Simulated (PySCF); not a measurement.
Magnetisability: `CC1=CC[P@@H+](P)C1`, [C5H11P2]+, charge +1

Geometry (Å), atoms numbered from 1 in this order:
```xyz
18

C    -2.5711    0.1012    0.0740
C    -1.1259   -0.2173   -0.0607
C    -0.6051   -1.2885   -0.6421
C     0.8954   -1.4422   -0.6584
P     1.4650    0.2155   -0.1382
P     2.0002    1.4193   -1.8474
C    -0.1358    0.7649    0.5444
H    -2.8291    0.2534    1.1210
H    -2.8084    1.0201   -0.4608
H    -3.1823   -0.7016   -0.3262
H    -1.1994   -2.0691   -1.0850
H     1.2264   -2.2153    0.0428
H     1.2702   -1.7056   -1.6517
H     2.3758    0.0767    0.9004
H     2.4587    2.4664   -1.0363
H     3.2647    0.8254   -1.9518
H    -0.3619    1.7971    0.2623
H    -0.1462    0.7060    1.6374
```

Total charge +1.

The calculation used GIAO B3LYP/pcSseg-1 magnetisability, rotational g tensor and spin-rotation constants, non-relativistic, gas phase (PySCF 2.14.0). Geometry: GFN2-xTB.

For an ion the centre-of-mass motion in the field is neglected.

(1) What are the magnetisability and the molar susceptibility?

(2) Split it along the inertial axes a, b, c into diamagnetic and paramagnetic parts about the centre of mass, with the quadrupole moment.

(3) And the rotational g tensor?

## Answers

(1) Isotropic -1456 × 10⁻³⁰ J/T², or -87.7 × 10⁻⁶ cm³/mol; principal values -1567, -1446, -1354 × 10⁻³⁰ J/T², anisotropy 185 × 10⁻³⁰ J/T² (root of half the summed squared differences of the principal values). The susceptibility is in cgs units.

(2) 
| axis | χ (10⁻⁶ cm³/mol) | diamagnetic (10⁻⁶ cm³/mol) | paramagnetic (10⁻⁶ cm³/mol) | summed x² of all electrons (Å²) | quadrupole Θ (D Å) |
| --- | --- | --- | --- | --- | --- |
| a | -90.2 | -507.6 | 417.4 | 228.1 | +12.64 |
| b | -86.7 | -1159.7 | 1073.0 | 74.4 | -3.28 |
| c | -86.2 | -1283.3 | 1197.2 | 45.2 | -9.36 |

Anisotropies 2χaa − χbb − χcc = -7.5 and 2χbb − χaa − χcc = +3.0 × 10⁻⁶ cm³/mol. Θ is traceless in Buckingham's convention.

(3) 
| axis | rotational constant (GHz) | g | nuclear part | electronic part |
| --- | --- | --- | --- | --- |
| a | 3.1418 | +0.0024 | 0.6186 | -0.6161 |
| b | 1.1329 | +0.0040 | 0.5751 | -0.5711 |
| c | 1.0216 | +0.0051 | 0.5797 | -0.5746 |

Asymmetric top; isotopes 12C, 1H, 31P; no vibrational averaging.
